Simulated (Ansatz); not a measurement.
# Ligand exchange: CH2BrCl + BH2Br → CH3Cl + BHBr2

Gas-phase species: CH2BrCl `ClCBr`, singlet; BH2Br `BBr`, singlet; CH3Cl (chloromethane) `CCl`, singlet; BHBr2 `BrBBr`, singlet. The partners trade Br for H: C–Br and B–H bonds give way to C–H and B–Br.

Shapes, held fixed at every level: PBE0-D4/def2-TZVP. Programs: Ansatz 0.2.0. The zero-point and thermal change to 298 K, harmonic and unscaled (PBE0-D4/def2-TZVP), is +5.7 kJ/mol.

| level | kind | ΔH(298 K) (kJ/mol) | less CCSD(T)/def2-TZVPP |
| --- | --- | --- | --- |
| HF/def2-SVP | Hartree–Fock | -150.5 | -9.5 |
| PBE0-D4/def2-TZVPP | global hybrid | -143.8 | -2.8 |
| r2SCAN0-D4/def2-TZVPP | global hybrid | -146.9 | -5.9 |
| wB97M-V/def2-TZVPP | range-separated hybrid | -140.6 | +0.4 |
| B2PLYP/def2-TZVPP | double hybrid | -140.6 | +0.4 |
| CCSD(T)/def2-SVP | coupled cluster or CI | -152.6 | -11.6 |
| CCSD(T)/def2-TZVPP | coupled cluster or CI | -141.0 | 0.0 |

The highest level, CCSD(T)/def2-TZVPP, gives ΔH(298 K) = -141.0 kJ/mol; the levels span -152.6 to -140.6. The column of differences is taken from that level and isn't an error. No measured value is set beside it here. Relativity is left out for Br. Outer-core shells of Br are correlated, in sets that cover them unevenly.
